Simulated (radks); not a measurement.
Fractional charge and spin in the 5p shell of hafnium: the spin-up occupation runs from 2 to 3 and the spin-down occupation from 2 to 3; the fullest corner is Hf2+, [Kr] 4d10 4f14 5s2 5d(up 1, down 1) 5p(up 3, down 3). Method: scalar-relativistic Kohn-Sham, LDA (Slater exchange, Perdew-Wang correlation), spin-polarised, spherical densities, finite nucleus; Fermi nuclear charge, rms radius of each element as measured or else 0.836 A^(1/3) + 0.57 fm; computed with a radial shooting solver on a logarithmic mesh with Libxc functionals. Energy (eV) minus the two flat planes that join the four corners (they meet along the diagonal where the two added fractions sum to one electron); zero is where a piecewise linear energy would lie.

| down \ up | 2 | 2.25 | 2.5 | 2.75 | 3 |
|---|---|---|---|---|---|
| 2 | 0.000 | -1.400 | -1.858 | -1.387 | 0.000 |
| 2.25 | -1.400 | -1.806 | -1.284 | 0.152 | -1.302 |
| 2.5 | -1.858 | -1.284 | 0.202 | -1.202 | -1.724 |
| 2.75 | -1.387 | 0.152 | -1.202 | -1.675 | -1.284 |
| 3 | 0.000 | -1.302 | -1.724 | -1.284 | 0.000 |

Corners above the fullest one (they belong to Hf3+ and the next ion): (up 3, down 2) 57.643 eV, (up 2, down 3) 57.643 eV, (up 2, down 2) 130.44 eV. With half an added electron in each spin the energy lies 0.202 eV from the planes, and with half an added electron in spin up alone -1.858 eV. The planes are only a guide here: the flat-plane condition holds for ground states with one frontier orbital, while this shell lies below other occupied shells, so the corners above the fullest one are inner-hole states and not the ground states of those ions.
